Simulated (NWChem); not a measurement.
System meant: CH3F3Ge; SMILES [CH3][Ge]([F])([F])[F]

Here is an NWChem input.

```
start job
memory heap 200 mb stack 900 mb global 1100 mb
geometry units angstroms noautoz
  C      0.000000     0.000000    -1.941816
  Ge     0.000000     0.000000    -0.012654
  F     -1.481800     0.603333     0.669505
  F      1.263402     0.981611     0.669505
  F      0.218399    -1.584943     0.669505
  H     -0.768311    -0.708632    -2.302621
  H      0.997849    -0.311061    -2.302621
  H     -0.229537     1.019693    -2.302621
end
basis spherical
  * library def2-svp
end
dft
  xc b3lyp
  iterations 150
end
tddft
  cis
  nroots 4
  notriplet
end
task tddft energy
```

End of the output:

```
 Vector   37  Occ=0.000000D+00  E= 4.481917D-02  Symmetry=e+
              MO Center=  9.6D-02,  1.2D-01, -4.1D-01, r^2= 3.4D+00
   Bfn.  Coefficient  Atom+Function         Bfn.  Coefficient  Atom+Function
  ----- ------------  ---------------      ----- ------------  ---------------
    29      0.767149  2 Ge px               100      0.424417  8 H  s
    30     -0.402049  2 Ge py                95     -0.371817  7 H  s
    26      0.360367  2 Ge px                49      0.292288  3 F  s
    77     -0.271947  5 F  s                 27     -0.190938  2 Ge py
    23     -0.189791  2 Ge px                 7      0.187351  1 C  px

 center of mass
 --------------
 x =  -0.00000000 y =   0.00000000 z =   0.11476644

 moments of inertia (a.u.)
 ------------------
         575.312077848482           0.000000000000           0.000000000000
           0.000000000000         575.312077848482           0.000000000000
           0.000000000000           0.000000000000         532.788855392333

     Multipole analysis of the density
     ---------------------------------

     L   x y z        total         alpha         beta         nuclear
     -   - - -        -----         -----         ----         -------
     0   0 0 0     -0.000000    -34.000000    -34.000000     68.000000

     1   1 0 0     -0.000000     -0.000000     -0.000000     -0.000000
     1   0 1 0      0.000000      0.000000      0.000000      0.000000
     1   0 0 1     -1.461028     -0.730514     -0.730514      0.000000

     2   2 0 0    -30.431849    -79.843659    -79.843659    129.255469
     2   1 1 0     -0.000000     -0.000000     -0.000000     -0.000000
     2   1 0 1      0.000000      0.000000      0.000000      0.000000
     2   0 2 0    -30.431850    -79.843659    -79.843659    129.255469
     2   0 1 1     -0.000000     -0.000000     -0.000000      0.000000
     2   0 0 2    -26.219923   -103.504378   -103.504378    180.788833

 ------------------------------------------------------------------------
 tddft_init: non-Abelian symmetry not permitted                   0
 ------------------------------------------------------------------------
 ------------------------------------------------------------------------
  current input line :
    25: task tddft energy
 ------------------------------------------------------------------------
 ------------------------------------------------------------------------
 There is an error related to the specified geometry
 ------------------------------------------------------------------------
 For more information see the NWChem manual at https://nwchemgit.github.io

0:tddft_init: non-Abelian symmetry not permitted:Received an Error in Communication
```

Q: What is wrong, and how is it mended?

A: The program stopped with an error. Cause: the TDDFT module takes Abelian point groups alone, and the geometry was found to have a non-Abelian one. This input runs:
```
start job
memory heap 200 mb stack 900 mb global 1100 mb
geometry units angstroms noautosym nocenter noautoz
  C      0.000000     0.000000    -1.941816
  Ge     0.000000     0.000000    -0.012654
  F     -1.481800     0.603333     0.669505
  F      1.263402     0.981611     0.669505
  F      0.218399    -1.584943     0.669505
  H     -0.768311    -0.708632    -2.302621
  H      0.997849    -0.311061    -2.302621
  H     -0.229537     1.019693    -2.302621
end
basis spherical
  * library def2-svp
end
dft
  xc b3lyp
  iterations 150
end
tddft
  cis
  nroots 4
  notriplet
end
task tddft energy
```
It converges to -2416.08398 Ha (B3LYP/def2-SVP, TDA).
